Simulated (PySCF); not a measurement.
A structure optimised at B3LYP-D3(BJ)/def2-TZVP, used in a PySCF frequency run:

```xyz
6

In     0.6085    -0.0032     0.0000
H      1.4477     0.0208     1.5143
H      1.4477     0.0208    -1.5143
P     -1.9058     0.1185     0.0000
H     -2.0622    -0.8302     1.0430
H     -2.0622    -0.8302    -1.0430
```

Q: Write its SMILES, formula and point group.

A: [PH2][InH2], H4InP, Cs

Q: What are its rotational constants (standard atomic weights)?

A: 59.205, 2.9904, 2.9029 GHz
